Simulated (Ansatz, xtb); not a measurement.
## FH2InN2: which of two structures lies lower

Structure I: a singlet given by its coordinates. Structure II: a singlet given by its coordinates. Both are gas-phase species (loosely bound parts included), relaxed with B3LYP-D3(BJ)/def2-SVP.

I (Å):

| atom | x (Å) | y (Å) | z (Å) |
| --- | --- | --- | --- |
| F | -0.6620 | -0.0007 | 1.7587 |
| In | -0.2368 | -1.6526 | 0.5852 |
| N | 0.1189 | 1.6474 | -0.1896 |
| N | 0.3491 | 0.6188 | -0.8307 |
| H | -0.2466 | 1.3069 | 0.7416 |
| H | 0.7170 | 0.8561 | -1.7729 |

Close contacts (Å): F1–In2 2.07, In2–N4 2.74, N3–N4 1.23, N3–H5 1.06, N4–H6 1.04.

II (Å):

```tsv
atom	x (Å)	y (Å)	z (Å)
F	0.8347	0.7064	-0.8573
In	0.2675	1.4344	1.0478
N	0.4541	-1.5581	0.1427
N	0.1177	-1.2096	1.2642
H	0.7049	-0.8084	-0.5913
H	0.5028	-2.5712	-0.1171
```

Close contacts (Å): F1–In2 2.12, In2–N4 2.66, N3–N4 1.22, N3–H5 1.08, N3–H6 1.05.

Quicker runs give these differences E(II) − E(I): GFN2-xTB +13.8 kcal/mol; HF/STO-3G +16.7 kcal/mol (at GFN2-xTB geometries); r2SCAN-D4/def2-SVP +13.6 kcal/mol (at GFN2-xTB geometries).

Question: Estimate E(II) − E(I) at the level CCSD(T)/def2-TZVP.

Answer: Calculated at CCSD(T)/def2-TZVP: E(II) − E(I) = +15.2 kcal/mol, so structure I lies lower.

Level by level:

```tsv
level	geometry	E(II) − E(I) (kcal/mol)	departure from the last row (kcal/mol)	job, with rough time for the two
GFN2-xTB	GFN2-xTB	+13.8	−1.4	optimisation, 0.25 s
HF/STO-3G	GFN2-xTB	+16.7	+1.5	single point, 0.86 s
r2SCAN-D4/def2-SVP	GFN2-xTB	+13.6	−1.6	single point, 2.7 s
B3LYP-D3(BJ)/def2-SVP	B3LYP-D3(BJ)/def2-SVP	+12.8	−2.5	optimisation, 34 s
HF/def2-TZVP	B3LYP-D3(BJ)/def2-SVP	+13.8	−1.4	part of the CCSD(T) run
MP2/def2-TZVP	B3LYP-D3(BJ)/def2-SVP	+16.7	+1.5	part of the CCSD(T) run
CCSD(T)/def2-TZVP	B3LYP-D3(BJ)/def2-SVP	+15.2		single point, 74 s
```

The levels shown agree on the order. The largest departure from CCSD(T)/def2-TZVP is that of B3LYP-D3(BJ)/def2-SVP, 2.5 kcal/mol.

With harmonic frequencies from B3LYP-D3(BJ)/def2-SVP (ideal gas, rigid rotor, one conformer each, 298.15 K, 1 atm): the zero-point term adds −0.7 kcal/mol; ΔH is +14.4 and ΔG +14.8 kcal/mol.

The correlated steps freeze 7 core orbitals; the filled d shell of In is correlated, in a basis made for valence electrons. Atoms past krypton carry core potentials in the def2 sets, other sets are all-electron and non-relativistic, and no spin–orbit term is included. Run with Ansatz 0.2.0, xtb 6.7.1; the last row on 1 thread of Intel(R) Xeon(R) 6975P-C (Granite Rapids) on a shared host.
